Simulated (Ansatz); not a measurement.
Ansatz (a first-principles code) input file for C₆H₄Cl, SMILES Clc1cc[c]cc1, multiplicity 2, PBE0-D3(BJ)/def2-SVP. 

Ansatz 0.2 input:
```yaml
crystal:
  periodic: [false, false, false]
  atoms:
    - {symbol: Cl, position_ang: [0.00000000, -0.00000000, -2.17369385]}
    - {symbol: C, position_ang: [-0.00000000, -0.00000000, -0.43953765]}
    - {symbol: C, position_ang: [-0.00000000, -1.21062931, 0.23405321]}
    - {symbol: C, position_ang: [0.00000000, -1.20992994, 1.62756063]}
    - {symbol: C, position_ang: [0.00000000, 0.00000000, 2.25538650]}
    - {symbol: C, position_ang: [0.00000000, 1.20992994, 1.62756063]}
    - {symbol: C, position_ang: [-0.00000000, 1.21062931, 0.23405321]}
    - {symbol: H, position_ang: [-0.00000000, -2.14178721, -0.31140682]}
    - {symbol: H, position_ang: [0.00000000, -2.14213441, 2.17057491]}
    - {symbol: H, position_ang: [-0.00000000, 2.14213441, 2.17057490]}
    - {symbol: H, position_ang: [-0.00000000, 2.14178719, -0.31140682]}
basis:
  gaussian:
    orbitals: def2-SVP
hamiltonian:
  xc: pbe0
  dispersion: d3bj
magnetization: {spin_polarized: true, initial_magnetization: 1}
relax: {f_tol: 0.002, max_steps: 200}
```

Log of the run:

```
WARN ansatz: RAYON_NUM_THREADS=2 ignored (pool sized by the plan → 2); use --threads N
Functional definition: PBE0
integrals: 0.09 GiB planned
1401 factors; integrals over basis functions are off by at most 5.0e-4 eV
mean field: 1.26 GiB planned
mean field evaluation 1: about -18781.4865 eV, gradient 3.2e1 eV
mean field evaluation 2: about -18780.5381 eV, gradient 3.6e1 eV
mean field evaluation 4: about -18787.3036 eV, gradient 1.1e0 eV
mean field evaluation 8: about -18787.3696 eV, gradient 1.3e-1 eV
mean field evaluation 16: about -18787.3702 eV, gradient 6.2e-4 eV
mean field -18787.37017407 eV, -690.4231193602 hartree, gradient 2.7e-5 eV, S^2 0.760964; 0 other end points of the search recorded, 0 dependent functions left out
the calculation of the forces begins
reference -18787.37019726 eV, -690.4231202122 hartree; 29, 28 occupied and 93, 94 virtual orbitals, 1401 factors
relax step   1: F+E_penalty+E_count = -18787.65903380 eV  Δ(F+E_penalty+E_count) = +0.000e0 eV  max|allowed force component| = 5.792e-1 eV/Å  Δτ_max = 0.0000 Å  (38 SCF iters, accepted)
these checks for a lower state are left out or cut short: starts, cluster_reference, orbital_swaps, neighbouring_geometries, increment
integrals: 0.09 GiB planned
1401 factors; integrals over basis functions are off by at most 5.0e-4 eV
mean field: 1.26 GiB planned
mean field -18787.40112228 eV, -690.4242566858 hartree, gradient 2.1e-5 eV, S^2 0.761603; 0 other end points of the search recorded, 0 dependent functions left out
the calculation of the forces begins
reference -18787.40114562 eV, -690.4242575436 hartree; 29, 28 occupied and 93, 94 virtual orbitals, 1401 factors
relax step   2: F+E_penalty+E_count = -18787.68923765 eV  Δ(F+E_penalty+E_count) = -3.020e-2 eV  max|allowed force component| = 2.103e-1 eV/Å  Δτ_max = 0.0220 Å  (43 SCF iters, accepted)
these checks for a lower state are left out or cut short: starts, cluster_reference, orbital_swaps, neighbouring_geometries, increment
integrals: 0.09 GiB planned
1401 factors; integrals over basis functions are off by at most 5.1e-4 eV
mean field: 1.26 GiB planned
mean field evaluation 32: about -18787.4031 eV, gradient 3.2e-1 eV
mean field -18787.40363627 eV, -690.4243490734 hartree, gradient 1.8e-5 eV, S^2 0.761835; 0 other end points of the search recorded, 0 dependent functions left out
the calculation of the forces begins
reference -18787.40365966 eV, -690.4243499328 hartree; 29, 28 occupied and 93, 94 virtual orbitals, 1401 factors
relax step   3: F+E_penalty+E_count = -18787.69150602 eV  Δ(F+E_penalty+E_count) = -2.268e-3 eV  max|allowed force component| = 4.831e-2 eV/Å  Δτ_max = 0.0073 Å  (36 SCF iters, accepted)
these checks for a lower state are left out or cut short: starts, cluster_reference, orbital_swaps, neighbouring_geometries, increment
integrals: 0.09 GiB planned
1401 factors; integrals over basis functions are off by at most 5.1e-4 eV
mean field: 1.25 GiB planned
mean field -18787.40365800 eV, -690.4243498718 hartree, gradient 8.9e-5 eV, S^2 0.761844; 0 other end points of the search recorded, 0 dependent functions left out
the calculation of the forces begins
reference -18787.40368136 eV, -690.4243507305 hartree; 29, 28 occupied and 93, 94 virtual orbitals, 1401 factors
relax step   4: F+E_penalty+E_count = -18787.69157461 eV  Δ(F+E_penalty+E_count) = -6.860e-5 eV  max|allowed force component| = 1.380e-2 eV/Å  Δτ_max = 0.0040 Å  (29 SCF iters, accepted)
these checks for a lower state are left out or cut short: starts, cluster_reference, orbital_swaps, neighbouring_geometries, increment
integrals: 0.09 GiB planned
1401 factors; integrals over basis functions are off by at most 5.1e-4 eV
mean field: 1.26 GiB planned
mean field -18787.40369079 eV, -690.4243510769 hartree, gradient 5.9e-5 eV, S^2 0.761839; 0 other end points of the search recorded, 0 dependent functions left out
the calculation of the forces begins
reference -18787.40371416 eV, -690.4243519358 hartree; 29, 28 occupied and 93, 94 virtual orbitals, 1401 factors
relax step   5: F+E_penalty+E_count = -18787.69157524 eV  Δ(F+E_penalty+E_count) = -6.253e-7 eV  max|allowed force component| = 2.171e-2 eV/Å  Δτ_max = 0.0016 Å  (30 SCF iters, accepted)
these checks for a lower state are left out or cut short: starts, cluster_reference, orbital_swaps, neighbouring_geometries, increment
integrals: 0.09 GiB planned
1401 factors; integrals over basis functions are off by at most 5.1e-4 eV
mean field: 1.26 GiB planned
mean field -18787.40369608 eV, -690.4243512714 hartree, gradient 3.5e-5 eV, S^2 0.761844; 0 other end points of the search recorded, 0 dependent functions left out
the calculation of the forces begins
reference -18787.40371945 eV, -690.4243521303 hartree; 29, 28 occupied and 93, 94 virtual orbitals, 1401 factors
relax step   6: F+E_penalty+E_count = -18787.69159188 eV  Δ(F+E_penalty+E_count) = -1.664e-5 eV  max|allowed force component| = 4.102e-4 eV/Å  Δτ_max = 0.0007 Å  (30 SCF iters, accepted)
integrals: 0.09 GiB planned
1401 factors; integrals over basis functions are off by at most 5.1e-4 eV
mean field: 1.26 GiB planned
mean field evaluation 64: about -18787.4036 eV, gradient 4.4e-2 eV
mean field -18787.40369608 eV, -690.4243512714 hartree, gradient 3.5e-5 eV, S^2 0.761844; 1 other end points of the search recorded, 0 dependent functions left out
the calculation of the forces begins
reference -18787.40371945 eV, -690.4243521303 hartree; 29, 28 occupied and 93, 94 virtual orbitals, 1401 factors
Total energy: -18787.69161525 eV, -690.4349321057 hartree
Atom 0 at     0.000000     0.000000    -2.180341 Å, force     0.000000     0.000000    -0.000212 eV/Å
Atom 1 at    -0.000000    -0.000000    -0.446665 Å, force     0.000000     0.000000     0.000410 eV/Å
Atom 2 at    -0.000000    -1.218866     0.234330 Å, force     0.000000     0.000181    -0.000212 eV/Å
Atom 3 at    -0.000000    -1.223644     1.634068 Å, force     0.000000    -0.000372    -0.000000 eV/Å
Atom 4 at    -0.000000    -0.000000     2.264098 Å, force    -0.000000    -0.000000     0.000149 eV/Å
Atom 5 at    -0.000000     1.223644     1.634068 Å, force     0.000000     0.000372    -0.000000 eV/Å
Atom 6 at    -0.000000     1.218866     0.234330 Å, force    -0.000000    -0.000181    -0.000212 eV/Å
Atom 7 at    -0.000000    -2.153550    -0.329994 Å, force    -0.000000     0.000013    -0.000009 eV/Å
Atom 8 at     0.000000    -2.167823     2.184909 Å, force    -0.000000     0.000068     0.000048 eV/Å
Atom 9 at    -0.000000     2.167823     2.184909 Å, force     0.000000    -0.000068     0.000048 eV/Å
Atom 10 at     0.000000     2.153550    -0.329994 Å, force     0.000000    -0.000013    -0.000009 eV/Å
Dipole moment:     0.000000     0.000000     0.148019 e Å
```

The calculation finished and met its thresholds.

Cost: roughly 80 core-seconds.
